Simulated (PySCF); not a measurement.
Input for PySCF: R-B3LYP/6-311+G** on C2H4O2 (SMILES COC=O), a point of a torsion scan.

```python
from pyscf import gto, scf, dft, mp
from pyscf.data.elements import chemcore

mol = gto.M(
    atom='''
    C    -1.03027545   -0.16292130    0.05885487
    O     0.27912979   -0.69274007   -0.13822036
    C     1.30195061    0.15237325   -0.08199269
    O     1.43130335    1.07188709    0.66873263
    H    -1.44341114    0.11767081   -0.91155787
    H    -1.63699100   -0.94721723    0.50731576
    H    -0.99509114    0.70614259    0.71891669
    H     2.12232940   -0.24171395   -0.70957913
    ''',
    basis='6-311+g**',
    charge=0, spin=0, verbose=3, max_memory=1800)
mf = dft.RKS(mol, xc='b3lyp')
mf.conv_tol = 1e-8
mf.max_cycle = 100
mf.kernel()
if not mf.converged:
    mf = mf.newton().run(mf.mo_coeff, mf.mo_occ)
```

Question: Give the final energy of this run.

Answer: -229.1295 hartree.
